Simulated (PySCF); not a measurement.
```xyz
3
charge 0 multiplicity 2, angstrom
Ta   -0.0446    0.0000   -0.1679
N    -1.3742    0.0000    0.8643
F     1.4379    0.0000    0.9748
```

Computed with UPBE0/[Ta def2-TZVP with ECP60, N def2-TZVP, F def2-TZVP], scalar-relativistic core potentials, density fitting, no spin–orbit coupling, PySCF.

This geometry of FTaN is a stationary point at this level.

Task: What is the point group?

Result: Cs.

Task: Is it a minimum?

Result: Yes: all harmonic wavenumbers are real.

Task: Give the atomic charges and bond orders.

Result: 
```tsv
atom	Mulliken	Löwdin	polar tensor	spin (Mulliken)	Mayer order to Ta1
Ta1	0.83	0.58	1.33	1.19	–
N2	-0.45	-0.36	-0.72	-0.17	2.99
F3	-0.38	-0.22	-0.61	-0.02	1.01
```

Task: Give the ideal-gas entropy at 298.15 K and 1 bar by parts.

Result: translation 175.8, rotation 99.4, vibration 7.8, spin 5.8; total 288.8 J/(mol K).

Task: What is the atomisation energy, with and without zero-point energy?

Result: 1159 kJ/mol without, 1147 kJ/mol with.

This need not be the most stable arrangement of these atoms. Other spin states or occupations of the open shell can lie lower. No spin–orbit coupling is included, which matters more the heavier the element.
